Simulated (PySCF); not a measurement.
PySCF 2.14 output of an unrestricted M06 calculation on a single atom or ion in aug-cc-pVTZ-DK (5s4p3d2f, 46 functions), with scalar relativity by spin-free X2C-1e:

```
SCF conv_tol = 1e-09
number electrons alpha = 5  beta = 2
    Y. Zhao and D. G. Truhlar.,  Theor. Chem. Acc. 120, 215 (2008)
    Y. Zhao and D. G. Truhlar.,  Theor. Chem. Acc. 120, 215 (2008)
cycle= 1 E= -74.0699799785348  delta_E= -0.00399  |g|= 0.0201  |ddm|= 0.192
cycle= 2 E= -74.0701006625259  delta_E= -0.000121  |g|= 0.0085  |ddm|= 0.0507
cycle= 3 E= -74.0701243160857  delta_E= -2.37e-05  |g|= 0.00121  |ddm|= 0.0161
cycle= 4 E= -74.070125097513  delta_E= -7.81e-07  |g|= 6.54e-05  |ddm|= 0.00302
cycle= 5 E= -74.0701251003861  delta_E= -2.87e-09  |g|= 3.16e-06  |ddm|= 0.0002
cycle= 6 E= -74.0701251003907  delta_E= -4.62e-12  |g|= 1.34e-07  |ddm|= 7.65e-06
converged SCF energy = -74.0701251003907  <S^2> = 3.7534471  2S+1 = 4.0017232
```

The run itself started from symmetry-adapted Hartree-Fock orbitals and held the occupation by maximum overlap, on a logarithmic radial grid, so the iterations belong to that start.

Problem. Which element, charge and spin multiplicity is this?

Solution. O+ (oxygen, charge +1), multiplicity 4; the state was [He] 2s1 2p4, high-spin 4P determinant (an excited configuration).
